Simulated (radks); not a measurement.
Fractional charge and spin in the 5p shell of promethium: the spin-up occupation runs from 2 to 3 and the spin-down occupation from 2 to 3; the fullest corner is Pm, [Kr] 4d10 4f(up 2.5, down 2.5) 5s2 6s2 5p(up 3, down 3). Calculated with a radial shooting solver on a logarithmic mesh with Libxc functionals: scalar-relativistic Kohn-Sham, PBEsol, spin-polarised, spherical densities, point nucleus. Energy (eV) minus the two flat planes that join the four corners (they meet along the diagonal where the two added fractions sum to one electron); zero is where a piecewise linear energy would lie.

down \ up       2     2.5       3
2           0.000  -1.363   0.000
2.5        -1.363   0.203  -1.204
3           0.000  -1.204   0.000

Corners above the fullest one (they belong to Pm+ and the next ion): (up 3, down 2) 27.333 eV, (up 2, down 3) 27.333 eV, (up 2, down 2) 65.785 eV. With half an added electron in each spin the energy lies 0.203 eV from the planes, and with half an added electron in spin up alone -1.363 eV. The planes are only a guide here: the flat-plane condition holds for ground states with one frontier orbital, while this shell lies below other occupied shells, so the corners above the fullest one are inner-hole states and not the ground states of those ions.
